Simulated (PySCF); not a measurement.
## Correlation energy of N (nitrogen, neutral)

[He] 2s1 2p4, high-spin 4P determinant (an excited configuration). Computed with PySCF 2.14 in def2-QZVPPD, with the non-relativistic Hamiltonian (point nucleus). Frozen: 1s2; 5 electrons correlated.

```csv
level,correlation energy (mhartree)
CCSD,-118.49
(T),-5.04
CCSD(T),-123.53
```

Diagnostics: T1 = 0.024, D1 = 0.0637, largest double amplitude 0.138.

Cost of the coupled-cluster step: of the order of 6 core-seconds, for 5 correlated electrons.
